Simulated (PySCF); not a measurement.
Name the molecule from its bond curve

A diatomic of charge 0 contains Ga. Its quartet curve at PBE0 in a double-zeta basis (no relativity, PySCF), in eV from the separated fragments:

R (Å), E (eV) and a bar:
```
    1.723     -2.636 ##########################
    1.804     -3.027 ############
    1.884     -3.242 ####
    1.944     -3.317 #
    2.004     -3.338 
    2.064     -3.317 #
    2.144     -3.241 ####
    2.244     -3.094 #########
    2.365     -2.870 ##################
    2.525     -2.539 ##############################
```

The fit gives ωe = 556 cm⁻¹ and the rotational constant Bₑ = 0.4118 cm⁻¹.

Task: Which atom is the partner?

Result: The minimum lies at 2.001 Å, so the reduced mass is 16.8576 u Å² cm⁻¹/(Bₑ·Re²) = 10.22 u. With Ga at 68.93 u the partner weighs about 12.0 u: C. The molecule is GaC.

Spin–orbit coupling is left out. The state is the lowest determinant that a PBE0 search found; another state may lie lower at other levels.
